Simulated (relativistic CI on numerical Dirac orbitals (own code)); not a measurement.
## Os I: calculation against measurement

Calculated at this level of theory: Dirac-Coulomb-Breit CI, orbitals from a KLI potential per configuration, model QED (radiative potential, 1s self-energy scaled to tabulated hydrogen-like ionisation energies), valence Slater integrals scaled by 0.85, P86 correlation energy added to each configuration (own radial code, finite nucleus).

Configuration list (outside the closed core [Xe] 4f14): 5d⁶6s², 5d⁷6s, 5d⁶6s6p, 5d⁷6p, 5d⁸, 5d⁶6s6d, 5d⁷6d, 5d⁶6s6f, 5d⁶6s6g, 5d⁷5f, 5d⁷6f, 5d⁷5g, 5d⁵6s²6p, 5d⁷7s, 5d⁷6g, 5d⁶6s7s, 5d⁵6s²5f, 5d⁷7p, 5d⁵6s²5g, 5d⁶6s7p, 5d⁶6s8s, 5d⁵6s²8s, 5d⁶6s5f, 5d⁶6s8p, 5d⁵6s²8p, 5d⁵6s²9s, 5d⁶6p7s, 5d⁵6s²6f, 5d⁵6s²9p, 5d⁶6p², 5d⁵6p³. Double excitations out of closed p, d and f shells are left out; levels of such configurations are missing from the list, as are those of other unlisted configurations, and high levels can miss mixing partners. These lack a partner that the ground configuration has and come out too high: 5d⁵6s²5f, 5d⁵6s²5g, 5d⁵6s²8s, 5d⁵6s²8p, 5d⁵6s²9s.

| Configuration | Term (tabulated) | J | Measured (cm⁻¹) | Computed | Error | Purity (%) |
| --- | --- | --- | --- | --- | --- | --- |
| 5d⁶6s² | 5D | 4 | 0.0 | 0 | 0 | 78 |
| 5d⁶6s² | 5D | 3 | 4159.3 | 3872 | -288 | 87 |
| 5d⁷6s | 5F | 5 | 5143.9 | 2757 | -2387 | 90 |
| 5d⁶6s² | 5D | 1 | 5766.1 | 5230 | -536 | 70 |
| 5d⁶6s² | 5D | 0 | 6092.8 | 5663 | -430 | 72 |
| 5d⁷6s | 5F | 4 | 8742.8 | 6150 | -2593 | 87 |
| 5d⁷6s | 5F | 3 | 11378.0 | 8533 | -2845 | 90 |
| 5d⁷6s | 5F | 2 | 12774.4 | 10052 | -2722 | 74 |
| 5d⁷6s | 5F | 1 | 13020.1 | 10438 | -2582 | 77 |
| 5d⁶6s6p | 7D° | 5 | 23462.9 | 16153 | -7310 | 77 |
| 5d⁶6s6p | 7D° | 3 | 25012.9 | 17610 | -7403 | 65 |
| 5d⁶6s6p | 7D° | 1 | 27786.8 | 20193 | -7594 | 80 |
| 5d⁶6s6p | 7F° | 5 | 30280.0 | 23046 | -7234 | 64 |
| 5d⁶6s6p | 5F° | 5 | 34365.3 | 27840 | -6526 | 60 |

Measured levels from NIST Handbook of Basic Atomic Spectroscopic Data (Sansonetti and Martin, J. Phys. Chem. Ref. Data 34, 1559 (2005)); pairs were made by configuration, J and term (by order where the table uses no LS term), so strongly mixed levels may be paired wrongly.

Mean error by configuration (cm⁻¹): 5d⁶6s² -418; 5d⁷6s -2626; 5d⁶6s6p -7213. Over the excited levels the mean absolute error is 3881 cm⁻¹ (13 of the 31 excited levels that our extract of the source holds in range could be paired, and the others can miss by more), and the median relative error of those above 1,000 cm⁻¹ is 24 %. Some levels of the ground configuration have no partner.

Transition probabilities of persistent lines. The last column rescales the computed rate by the cube of measured over computed energy:

```tsv
λ measured (Å)	Lower	Upper	A tabulated (s⁻¹)	A computed	A rescaled
3301.56 air	5d⁶6s² ⁵D4	5d⁶6s6p ⁷F°5	9.90e+06	2.26e+06	5.13e+06
```
